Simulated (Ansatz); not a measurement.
In₇Sb₇ was relaxed with r2SCAN-D4 (def2-SVP) in Ansatz in these states: charge +1 doublet, neutral singlet. The geometries follow in no particular order.

In the def2 sets In, Sb take a core potential; there is no spin–orbit coupling.

A:

Cartesian coordinates in Å:
```
In 0.632 -0.045 -2.417
Sb -2.125 0.568 -2.537
In -2.757 3.252 1.291
Sb -1.501 0.520 0.210
In -0.713 -2.097 1.070
In -1.792 -2.374 -2.833
Sb -0.782 -4.186 -0.767
In 0.882 2.519 0.145
Sb 0.175 3.921 2.441
Sb 2.873 1.443 -1.428
In 2.201 -0.700 0.424
Sb 1.519 -2.689 -1.604
In 0.132 1.198 2.940
Sb 1.256 -1.330 3.066
```

B:

Cartesian coordinates in Å:
```
In -0.003 -2.130 1.395
Sb 2.561 -2.712 2.207
In 1.698 3.823 1.747
Sb 1.332 1.083 0.326
In 0.743 -0.040 -2.256
In 2.465 -2.931 -0.471
Sb 1.449 -2.677 -3.054
In -1.056 1.403 2.045
Sb -1.484 4.134 1.707
Sb -2.521 -0.974 2.034
In -2.042 -0.401 -0.777
Sb -0.833 -2.984 -1.309
In -0.665 2.917 -0.687
Sb -1.644 1.490 -2.908
```

Q: Judge from the bond lengths which geometry belongs to which state (an estimate).

A: A is the charge +1 doublet (Sb4–In13 3.253 Å, Sb2–In6 2.975 Å, In1–In6 3.388 Å); B is the neutral singlet (Sb4–In13 2.895 Å, Sb2–In6 2.689 Å, In1–In6 3.196 Å).
